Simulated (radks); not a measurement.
The numbers below are computed, except where a source is named.
The barium ion Ba+ inside a hard spherical wall (all orbitals vanish at R), configuration held at [Xe] 6s1 and not refilled when levels cross. Level of theory: scalar-relativistic Kohn-Sham, PBE, spin-polarised, spherical densities, point nucleus; open shells are filled with parallel spins first (spin-orbit coupling, left out, can overturn this in heavy ions) (a radial shooting solver on a logarithmic mesh with Libxc functionals). Eigenvalues in eV for spin up, with the zero of energy where the potential of the charges vanishes at infinity; a dash marks a level that is unbound or too diffuse for the functional's potential to be trusted. A positive occupied level is held by the wall or, in an anion where self-interaction has pushed it up, behind a barrier. The pressure on the wall is -dE/dV.

| R (bohr) | E (hartree) | kinetic (hartree) | e(4d) | e(5s) | e(5p) | e(6s) | e(5d, empty) | e(6p, empty) | pressure (GPa) |
|---|---|---|---|---|---|---|---|---|---|
| free | -8135.3735 | 8588.593 | -95.387 | -39.355 | -24.401 | -7.866 | -7.264 | -5.221 | 0 |
| 15 | -8135.3735 | 8588.593 | -95.387 | -39.354 | -24.401 | -7.866 | -7.264 | -5.220 | < 0.0001 |
| 12 | -8135.3734 | 8588.595 | -95.379 | -39.347 | -24.394 | -7.860 | -7.258 | -5.191 | 0.00188 |
| 10 | -8135.3725 | 8588.604 | -95.328 | -39.298 | -24.347 | -7.812 | -7.218 | -5.040 | 0.0273 |
| 8 | -8135.3644 | 8588.661 | -95.076 | -39.062 | -24.122 | -7.488 | -7.006 | -4.311 | 0.345 |
| 7 | -8135.3482 | 8588.749 | -94.758 | -38.770 | -23.848 | -6.922 | -6.699 | -3.242 | 1.22 |
| 6 | -8135.3039 | 8588.957 | -94.168 | -38.248 | -23.362 | -5.517 | -6.036 | -0.887 | 4.63 |
| 5 | -8135.1716 | 8589.542 | -92.897 | -37.199 | -22.369 | -1.791 | -4.423 | 4.664 | 21.3 |
| 2.5 | -8127.5984 | 8618.258 | -63.794 | -10.119 | 9.437 | 105.02 | 42.066 | 127.85 | 5540 |
